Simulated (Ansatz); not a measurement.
Start from `C=C(F)C=C(F)F` and change one atom or group to get `F/C=C\C=C(F)F`.

Ansatz, PBE0-D4/def2-TZVP geometries, multiplicity 1. Each molecule was computed in one conformer, which needn't be the lowest.

```
                                          property  `C=C(F)C=C(F)F`
                LUMO energy (PBE0/def2-TZVPP) / eV            -0.89
              HOMO–LUMO gap (PBE0/def2-TZVPP) / eV             6.04
size of the dipole moment (ωB97M-V/def2-TZVPP) / D             1.73
                HOMO energy (PBE0/def2-TZVPP) / eV            -6.93
                 HOMO energy (PBE/def2-TZVPP) / eV            -5.80
           HOMO–LUMO gap (ωB97M-V/def2-TZVPP) / eV            10.26
```

What does the change do to each property? (Estimate.)

Computed: 
```csv
property,`F/C=C\C=C(F)F`,shift
LUMO energy (PBE0/def2-TZVPP) / eV,-0.69,0.20
HOMO–LUMO gap (PBE0/def2-TZVPP) / eV,6.02,-0.02
size of the dipole moment (ωB97M-V/def2-TZVPP) / D,1.13,-0.60
HOMO energy (PBE0/def2-TZVPP) / eV,-6.71,0.22
HOMO energy (PBE/def2-TZVPP) / eV,-5.57,0.23
HOMO–LUMO gap (ωB97M-V/def2-TZVPP) / eV,10.24,-0.02
```

Dipoles are sizes alone; their direction can turn.
